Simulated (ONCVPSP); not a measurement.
# What one change does to a pseudopotential (Pt, ONCV)

platinum (Pt), optimised norm-conserving Vanderbilt (ONCV), made with ONCVPSP 4.0.1 (PW91, scalar-relativistic). Core [Xe], reference 4f14 5d9 6s1. Waves: 6s: rc 2.30 bohr, ncon 4, nbas 8, qcut 2.9 1/bohr, 2 projectors, debl 0.8 Ha; p scattering state at 0.39 Ha: rc 2.25 bohr, ncon 4, nbas 8, qcut 3.7 1/bohr, 2 projectors, debl 2.4 Ha; 5d: rc 1.35 bohr, ncon 4, nbas 9, qcut 7.9 1/bohr, 2 projectors, debl 3.6 Ha; 4f: rc 0.75 bohr, ncon 3, nbas 6, qcut 19.5 1/bohr, 3 projectors, debl 3.8 Ha. Local part: polynomial inside 0.55 bohr (lpopt 1, dvloc0 3 Ha). Core correction: none.

All-electron outer shells of the reference configuration (PW91, scalar-relativistic, ld1.x):

```json
{"shell": "4f", "level (eV)": "-70.18", "outermost node (bohr)": "–", "outermost maximum (bohr)": "0.38"}
{"shell": "5p", "level (eV)": "-56.09", "outermost node (bohr)": "0.53", "outermost maximum (bohr)": "0.98"}
{"shell": "5d", "level (eV)": "-6.20", "outermost node (bohr)": "0.57", "outermost maximum (bohr)": "1.26"}
{"shell": "6s", "level (eV)": "-5.73", "outermost node (bohr)": "1.14", "outermost maximum (bohr)": "2.38"}
```

Change: s: qcut 2.3; p: qcut 2.9; d: qcut 6.3; f: qcut 15.5.

Cutoffs: the cutoffs (Ha) at which the residual kinetic energy of the hardest occupied pseudo-wave falls to 1 and 0.1 mHa per electron; they do not see the model core or the augmentation charge, which bear on the density cutoff. Errors are all-electron minus pseudo energies relative to the spin-unpolarised reference configuration.

What does the change do?

The bound ghosts move from p, s to f, p, s; of the 4 tests that both files solve, the error grows in 1 and shrinks in 3 by more than 15 % and 0.3 meV (median size 9.0 → 12.1 meV).

```tsv
quantity	base	changed
cutoffs, loose and tight	189 Ha, 430 Ha	not determined
bound ghosts	s, p	s, p, f
GHOST(+) flags under 300 eV	p at 37.2 eV, d at 269.2 eV	p at 38.6 eV, d at 272.6 eV
error for 4f14 5d9 6s0, meV [ΔE 9.27 eV]	-5.5	-1.9
error for 4f14 5d8 6s0, meV [ΔE 29.32 eV]	+19	+14
error for 4f14 5d7 6s0, meV [ΔE 61.61 eV]	-1.4	-19
error for 4f14 5d8 6s1, meV [ΔE 11.23 eV]	-12	-10
s: phases at 2.34 bohr within 0.05 rad from the reference energy up to (Ha; the scan ends near 5)	2.7	2.7
p: phases at 2.28 bohr within 0.05 rad from the reference energy up to (Ha; the scan ends near 5)	1.2	1.3
d: phases at 1.37 bohr within 0.05 rad from the reference energy up to (Ha; the scan ends near 5)	to the end of the scan	to the end of the scan
f: phases at 0.76 bohr within 0.05 rad from the reference energy up to (Ha; the scan ends near 5)	to the end of the scan	to the end of the scan
```

 A true bound ghost makes a file unfit for plane-wave use even where its test errors are small: the radial tests pick states by their node count and pass the ghost by.
